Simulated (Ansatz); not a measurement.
Gas-phase electronic energies from Ansatz, PBE0-D4/def2-TZVP geometries. CCSD(T)/CBS is the MP2 limit (def2-TZVPP, def2-QZVPP) plus CCSD(T) − MP2 in def2-TZVPP, frozen cores. DFT in def2-TZVPP. HSE06 is defined as in plane-wave codes. def2 core potentials past Kr. For In outer-core shells are correlated without core-valence functions, which leaves a few kJ/mol of doubt a bond.

Consider the formal exchange of groups at the Si–Si bond: `F[Si](F)([SiH3])Cl` + `[CH3][InH2]` → `[SiH3][CH2][InH2]` + `F[SiH](F)Cl`.

`F[Si](F)([SiH3])Cl`:

Cartesian coordinates in Å:
```
F 1.340 -0.778 -1.639
Si -0.006 -0.143 -1.095
F -1.178 -1.092 -1.584
Si 0.020 0.053 1.227
Cl -0.251 1.659 -2.007
H 1.144 0.945 1.605
H 0.201 -1.289 1.835
H -1.270 0.644 1.658
```

`[CH3][InH2]`:

Cartesian coordinates in Å:
```
C -0.253 -0.862 0.460
In 0.267 0.985 -0.517
H -1.289 -1.141 0.264
H 0.394 -1.660 0.086
H -0.095 -0.786 1.537
H -0.695 1.600 -1.818
H 1.671 1.864 -0.013
```

`[SiH3][CH2][InH2]`:

```xyz
10

Si   -1.143   -0.917    0.290
C     0.660   -0.497    0.101
In    0.990    1.565   -0.452
H    -1.376   -2.339    0.668
H    -1.872   -0.662   -0.985
H    -1.768   -0.061    1.338
H     1.099   -1.135   -0.672
H     1.177   -0.688    1.045
H     1.187    2.746    0.792
H     1.048    1.987   -2.124
```

`F[SiH](F)Cl`:

Cartesian coordinates in Å:
```
F -0.438 -1.502 0.287
Si 0.077 -0.048 -0.038
F 1.107 0.356 1.085
Cl -1.485 1.229 0.012
H 0.738 -0.036 -1.346
```

Question: Is it downhill or uphill in electronic energy at CCSD(T)/CBS, and by how much? (Estimate.)

Answer: The calculation gave: Downhill: ΔE = -19.2 kJ/mol.

Question: What do these levels give: revPBE-D4, BHLYP-D4, HSE06, BHLYP, HF/def2-SVP, MP2/def2-TZVPP? (Best estimate.)

Answer: The calculation gave: revPBE-D4 0.1, BHLYP-D4 -14.0, HSE06 -5.4, BHLYP -14.4, HF/def2-SVP -20.3, MP2/def2-TZVPP -26.6 kJ/mol.

Largest T1 diagnostic among the species: 0.013.

From BLYP to BHLYP (50 % exact exchange), in def2-TZVPP and without D4, ΔE moves by −11.5 kJ/mol. Leaving LDA and LC-ωPBE aside and taking each functional with its dispersion term where it has one, the values, not all of them listed here, spread over 17.5 kJ/mol, from ωB97M-V to PBE-D4. LDA lies −3.5 kJ/mol from PBE without D4.
